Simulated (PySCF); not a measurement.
Several structures and their simulated spectra, in scrambled order.

A. SMILES C1=NN(C2=CC=C(C)C=C2)C=N1
B. 1-benzyl-1,2,3-triazole
C. `C1=CC=CC(O[SiH3])=C1`

Spectrum 1. 1H NMR (400 MHz, computed): δ 7.60 (m, 2H), 7.24 (t, 1H), 7.07 (d, 2H), 5.15 (s, 3H). 13C{1H} NMR (computed): δ 162.3 (C), 135.1 (CH), 126.3 (CH), 122.1 (CH).

Spectrum 2. 1H NMR (400 MHz, computed): δ 8.63 (m, 1H), 8.26 (d, 2H), 8.03 (m, 1H), 7.62 (d, 2H), 2.54 (s, 3H). 13C{1H} NMR (computed): δ 156.2 (CH), 143.0 (CH), 142.5 (C), 139.7 (C), 135.4 (CH), 122.4 (CH), 23.6 (CH3).

Spectrum 3. 1H NMR (400 MHz, computed): δ 7.75 (m, 1H), 7.71 (m, 2H), 7.67 (m, 2H), 7.62 (m, 1H), 7.39 (m, 1H), 5.53 (s, 2H). 13C{1H} NMR (computed): δ 144.1 (C), 139.4 (CH), 134.8 (CH), 134.2 (CH), 134.0 (CH), 128.8 (CH), 56.4 (CH2).

Non-relativistic Hamiltonian, in vacuum, a single conformation, rapidly exchanging positions averaged. GFN2-xTB geometry; shieldings: GIAO PBE0/pcSseg-1; PySCF.

Chemical shifts δ = σref − σ; TMS for 1H, 13C, all at this level. Where no couplings were computed, multiplicities follow the n + 1 count of equivalent neighbours, and m marks all less simple cases (inequivalent or close neighbours, rings, F or P nearby). Shifts are as computed. Against solution values, carbons near 30 ppm lie about +3 ppm off and those near 130 ppm about +5 ppm. Of 1211 compounds with measured shifts, 218 miss one by over three times the rms of a fit or turn the order of signals round; such compounds aren't used in these exercises.

Q: Match each spectrum to its structure.

A: 1–C, 2–A, 3–B.

- Spectrum 1 (C): 4 13C signals; δC 162.3 is an aromatic carbon bearing oxygen; δC 135.1 is an aromatic CH.
- Spectrum 2 (A): 7 13C signals; δC 139.7 is an aromatic carbon bearing nitrogen; δC 135.4 is an aromatic CH.
- Spectrum 3 (B): 7 13C signals; δC 134.8 is an aromatic CH; δC 134.2 is an aromatic CH.
